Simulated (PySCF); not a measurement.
**Selenium: a sound run and one with changed settings**

Sound run: Se+ [Ar] 3d10 4s2 4p3, Se(2+) [Ar] 3d10 4s2 4p2. Computed with PySCF 2.14 in cc-pVTZ-PP with ECP10MDF (5s4p3d1f, 39 functions), with scalar relativity through the core potential. In the sound run the correlated levels freeze 3s2 3p6 3d10 outside the core potential. The sound run starts from symmetry-adapted Hartree-Fock orbitals and uses a fine grid where one is needed.

Changed run: all electrons correlated in a basis built for the valence shell.

```csv
species,method,sound run (hartree),changed run (hartree),converged
Se+,MP2,-371.62358,-371.71937,yes
Se(2+),MP2,-370.83917,-370.93182,yes
```

Ionisation energy of Se+:

```csv
method,sound run (eV),changed run (eV)
UHF,20.840,20.840
MP2,21.345,21.430
SCS-MP2,21.194,21.252
```

A valence basis has no tight correlating functions, so it recovers only part of the core correlation, and not evenly between atom and ion.

For comparison, NIST gives 21.196 ± 0.01 eV between the lowest levels.
